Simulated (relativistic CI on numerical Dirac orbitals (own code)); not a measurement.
# One change at a time: Er LXI

Base calculation: Dirac-Coulomb-Breit CI, orbitals from a KLI potential per configuration, model QED (radiative potential, 1s self-energy scaled to tabulated hydrogen-like ionisation energies), unscaled Slater integrals.

CI space (outside the closed core 1s2): 2s2.2p4, 2s.2p5, 2p6, 2p5.3s, 2p5.3p, 2p5.3d, 2s2.2p3.3s, 2s2.2p3.3p, 2s2.2p3.3d, 2s.2p4.3s, 2s.2p4.3p, 2s.2p4.3d, 2s2.2p3.4s, 2s2.2p3.4p, 2s2.2p3.4d, 2s2.2p3.4f, 2s2.2p2.3s2, 2s.2p4.4s, 2s.2p4.4p, 2s2.2p2.3s.3p, 2s.2p4.4d, 2s.2p4.4f, 2s2.2p3.5s, 2s2.2p3.5p, 2s2.2p2.3s.3d, 2s2.2p2.3p2, 2s2.2p3.5d, 2s2.2p3.5f, 2s2.2p3.5g, 2s2.2p2.3p.3d, 2s.2p3.3s2, 2s2.2p2.3d2, 2s.2p3.3s.3p, 2s.2p3.3s.3d, 2s.2p3.3p2, 2s.2p4.5s. Levels of other configurations are missing.

Variants: (1) one mean potential for all configurations; (2) only the first 3 configurations. Shifts of the energy above 2s2.2p4 3P_2, in eV, for the lowest level and the first level of each name with at least 55 % of one term (blank where a level changes its place among those of its configuration and J or its character, or is not in the variant):

```csv
Level,Base,Δ(1),Δ(2)
2s2.2p4 3P_2,0.00,0.00,0.00
2s2.2p4 1S_0,53.79,-0.01,-0.31
2s2.2p4 3P_1,949.07,+0.08,-0.17
2s2.2p4 1D_2,967.76,+0.08,-0.16
2s.2p5 3P°_2,1308.93,+0.23,-0.22
2s.2p5 1P°_1,1384.13,+0.23,+0.15
2s2.2p4 3P_0,1937.86,+0.16,-0.42
2s.2p5 3P°_0,2268.66,+0.23,-0.32
2s.2p5 3P°_1,2305.33,+0.23,-0.11
2p6 1S_0,2729.97,+0.57,+0.98
2s2.2p3.3p 3P_0,7688.92,-0.32,
2s2.2p3.3d 3P°_0,7761.50,-0.54,
2s2.2p3.3s 3S°_1,8203.90,+0.02,
2s2.2p3.3s 3D°_3,8217.14,+0.14,
```

At this charge energies of transitions that change n are usually good to better than 1 %, and those within a shell (Δn = 0) to a few per cent.

Ionisation energy from the two ground configurations alone: base 13546.5 eV. The NIST ASD value (theoretical) is 13548 eV.

LS names give the leading component of a level, which can be under half, so a name can repeat, a term be missing and a line seem to break the LS rules.
